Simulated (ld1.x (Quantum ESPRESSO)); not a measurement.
## Pt (Z = 78): excitation energies, all-electron against PAW

ld1.x (Quantum ESPRESSO) 7.5 input, shortened:

```
&input
   title='Pt', zed=78., rel=2, dft='PBE', iswitch=3,
   config='[Xe] 4f14 5d9 5f-2 6s1 6p0', rel_dist='average'
 /
 &inputp
   pseudotype=3, lpaw=.true., tm=.true., lloc=-2, rcloc=1.50,
   nlcc=.true., new_core_ps=.true., rcore=0.95,
   which_augfun='BG', rmatch_augfun=1.25
 /
8
5S  1  0   2.00   0.00  1.30  1.55  0.0
6S  2  0   1.00   0.00  1.30  1.55  0.0
5P  2  1   6.00   0.00  1.70  2.00  0.0
6P  3  1   0.00   0.00  1.70  2.00  0.0
5D  3  2   9.00   0.00  1.15  1.50  0.0
5D  3  2   0.00  -0.10  1.15  1.50  0.0
5F  4  3  -2.00  -0.18  1.50  1.60  0.0
5F  4  3  -2.00   1.95  1.50  1.60  0.0
 &test
   configts(1)='5s2 5p6 5d9 6s1 6p0'
 /
```

Open shells are filled in proportion to 2j + 1 (rel_dist='average').

Energies are relative to the spin-unpolarised reference configuration 5s2 5p6 5d9 6s1 6p0; without spin polarisation the order of configurations can differ from experiment. Not all tests gave a result: test run stopped at test 6 of 7 (negative rho).

| valence configuration | charge | ΔE all-electron (eV) | error AE − PS (meV) |
| --- | --- | --- | --- |
| 5s2 5p6 5d9 6s0 6p0 | +1 | 9.210 | +12 |
| 5s2 5p6 5d7 6s0 6p0 | +3 | 61.405 | -26 |
| 5s2 5p6 5d6 6s0 6p0 | +4 | 107.037 | -123 |
| 5s2 5p6 5d8 6s1 6p0 | +1 | 11.192 | +0.8 |

Task: What are ΔE and the potential's error for 5s2 5p6 5d8 6s0 6p0?

Result: ΔE = 29.192 eV all-electron; the error (AE − PS) is +6.4 meV.

Levels in the configuration 5s2 5p6 5d8 6s0 6p0:

```tsv
level	all-electron (eV)	pseudo (eV)
5s j=1/2	-122.490	-122.482
5p j=1/2	-87.745	-87.898
5p j=3/2	-72.730	-72.835
5d j=3/2	-26.782	-26.797
5d j=5/2	-25.278	-25.290
```

The ghost test of this file was not conclusive.
